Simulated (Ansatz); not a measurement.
Geometry optimisation, Ansatz, RKS PBE-D4/def2-SVP.

Input file:

```yaml
crystal:
  periodic: [false, false, false]
  atoms:
    - { symbol: Ge, position_ang: [-0.661338, -0.236424, -0.804314] }
    - { symbol: Br, position_ang: [2.475092, 1.351088, 0.366597] }
    - { symbol: H, position_ang: [0.574402, -0.701394, -1.606103] }
    - { symbol: H, position_ang: [-0.724819, 1.301153, -0.669987] }
    - { symbol: H, position_ang: [-1.95884, -0.776818, -1.459091] }
    - { symbol: H, position_ang: [1.805338, 0.223652, 1.062386] }
    - { symbol: S, position_ang: [-0.471223, -1.123463, 1.26216] }
    - { symbol: H, position_ang: [-1.038611, -0.037794, 1.848352] }
basis:
  gaussian: { orbitals: def2-SVP }
hamiltonian:
  xc: pbe
  dispersion: d4
relax:
  f_tol: 0.03
  max_steps: 50
```

Command:

```bash
$ ansatz run input.yaml --threads 2 --pin off --max-ram 3072MiB --backend cpu --events-out ev --progress --plain --runs-dir out
```

Question: Where does it end, and by what steps?

Answer: The run converged. The force dipped under the threshold on the way, but the program's further checks kept it going. After 13 steps the energy has fallen by 0.104 eV; Br2 moved furthest, 0.49 Å.

```csv
step,energy less start (eV),largest force component (eV/Å),accepted
0,0.0000,0.519,yes
1,-0.0444,0.268,yes
2,-0.0787,0.269,yes
3,-0.0911,0.100,yes
4,-0.0196,1.153,no
5,-0.0968,0.086,yes
6,-0.1000,0.034,yes
7,-0.1008,0.032,yes
8,-0.1015,0.025,yes
9,-0.1022,0.034,yes
10,-0.1026,0.067,yes
11,-0.1032,0.051,yes
12,-0.1037,0.031,yes
13,-0.1038,0.019,yes
```

```xyz
8
Properties=species:S:1:pos:R:3
Ge -0.688 -0.256 -0.909
Br 2.552 1.452 0.836
H 0.306 -0.960 -1.857
H -0.511 1.279 -0.915
H -2.148 -0.660 -1.228
H 1.567 0.390 1.113
S -0.135 -1.057 1.145
H -0.943 -0.188 1.816
```

Whether the end is a true minimum wasn't checked by a vibrational analysis.

The run took 26 s on 2 threads of Arm Neoverse V1, with other jobs on the host, peak memory 0.15 GiB.
